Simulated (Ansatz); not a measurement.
NiN2H4⁻, that is Ni(NH2)2 with one electron more. Total charge -1; doublet. Geometry r2SCAN-D4/def2-TZVP, that of the neutral triplet; atoms count from 1.

```tsv
atom	x (Å)	y (Å)	z (Å)
Ni1	0.000	-0.001	0.000
N2	0.023	0.677	-1.652
H3	0.467	1.543	-1.927
H4	-0.404	0.259	-2.467
N5	-0.023	-0.677	1.652
H6	0.403	-0.256	2.466
H7	-0.465	-1.544	1.929
```

The highest occupied level of the charge -1 doublet lies above zero (up to 0.61 eV). By energy differences its removal costs 1.03 eV (vertical, to the charge 0 triplet, at PBE0-D4/def2-TZVPD); a positive level beside a positive removal energy at the same level points to self-interaction error.

Question: Estimate the Mulliken populations from the PBE0/def2-TZVPD orbitals of Ansatz.

Answer: 
```tsv
atom	charge (e)	spin (α − β)	d electrons
Ni1	-0.77	0.82	8.68
N2	-0.20	0.08	–
H3	0.04	0.00	–
H4	0.04	0.00	–
N5	-0.20	0.08	–
H6	0.04	0.00	–
H7	0.04	0.00	–
```
Mulliken values and Mayer orders depend strongly on the basis. With diffuse functions, as here, like atoms can get unlike values, and bond orders can come out too low or too high.

Question: Where does the spin sit?

Answer: Summed by element: Ni 0.82, N 0.17, H 0.02, of 1 unpaired in all. Largest on single atoms: Ni1 0.82, N2 0.08, N5 0.08.

Question: And the Mayer bond orders between bonded heavy atoms (over 0.3)?

Answer: Ni1–N2 0.68 (1.79 Å); Ni1–N5 0.68 (1.79 Å).
